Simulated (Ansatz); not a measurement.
System: CH2BF2 (charge 0, doublet). It need not be the lowest isomer of its formula. 
Structure (B3LYP-D3(BJ)/def2-TZVP (Ansatz, a first-principles code) minimum search):
SMILES: FB([CH2])F
```xyz
6

B      0.0251     0.0049    -0.0022
F      0.5583     1.1349     0.4529
F      0.8587    -0.8586    -0.5747
C     -1.4693    -0.2865     0.1263
H     -2.1527     0.4126     0.5913
H     -1.9090    -1.2046    -0.2422
```
Charge 0, spin multiplicity 2.

Quantity: atomisation energy (electronic, to ground-state atoms), in kcal/mol. Correlated levels leave the core frozen unless marked. UHF or UKS for open shells. No spin-orbit coupling. No relativistic terms. The coupled-cluster limit lacks core correlation, which all-electron functionals hold. CBS(X,Y): correlation extrapolated as X^-3; Hartree-Fock from the larger set. [CCSD(T)-MP2]/basis is that difference in the basis named.

| level | program | atomisation energy (kcal/mol) |
|---|---|---|
| PBE-D4/def2-TZVPD | Ansatz + dftd4 | 628.8 |

Task: Predict the RI-MP2/CBS(aug-cc-pVTZ,aug-cc-pVQZ)+[CCSD(T)-MP2]/aug-cc-pVTZ result (Ansatz).

Result: 611.4 kcal/mol, so PBE-D4/def2-TZVPD differs from it by 17.4 kcal/mol.
